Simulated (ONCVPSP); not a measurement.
## PBE ONCV dataset for gallium, scalar-relativistic all-electron reference.

- Element: gallium
- Generator: ONCVPSP 4.0.1
- Type: optimised norm-conserving Vanderbilt (ONCV)
- Functional: PBE
- Relativity: scalar-relativistic
- Frozen core: [Ar] 3d10
- Valence charge: 3
- Reference configuration: 4s1 (charge +2)
- Partial waves: 4s: rc 1.65 bohr, ncon 4, nbas 7, qcut 3.1 1/bohr, 2 projectors, debl 3.6 Ha; p scattering state at 0.27 Ha: rc 1.55 bohr, ncon 3, nbas 6, qcut 4.4 1/bohr, 2 projectors, debl 2.8 Ha; d scattering state at 0.13 Ha: rc 1.70 bohr, ncon 3, nbas 6, qcut 5.3 1/bohr, 2 projectors, debl 1.1 Ha
- Local potential: polynomial inside 1.45 bohr (lpopt 5, dvloc0 0 Ha)
- Core correction: none

In the p channel the program set the typed energies aside and used 0.050, 2.850 Ha.

(1) Estimate the cutoffs (Ha) at which the residual kinetic energy of the hardest occupied pseudo-wave falls to 1 and 0.1 mHa per electron.

(2) Does the potential have ghost states?

(3) Tests: 4s2 4p1; 4s2; 4s2 4p0.5; 4s1 4p1. Which has the largest error in its energy relative to the reference configuration, and how large is it?

Answers

(1) 21 Ha and 38 Ha. The cutoffs count occupied waves only; projector 2 of the d channel, the hardest unoccupied one, needs 72 Ha at the loose tolerance.

(2) Ghosts flagged at negative energy: d at -23.3 eV (a further GHOST(-) flag falls on a real empty level of the atom); GHOST(+) flagged for s at 109.4 eV. A true bound ghost makes a file unfit for plane-wave use.

(3) 4s2 4p1, with +291 meV (all-electron minus pseudo) on -26.82 eV.
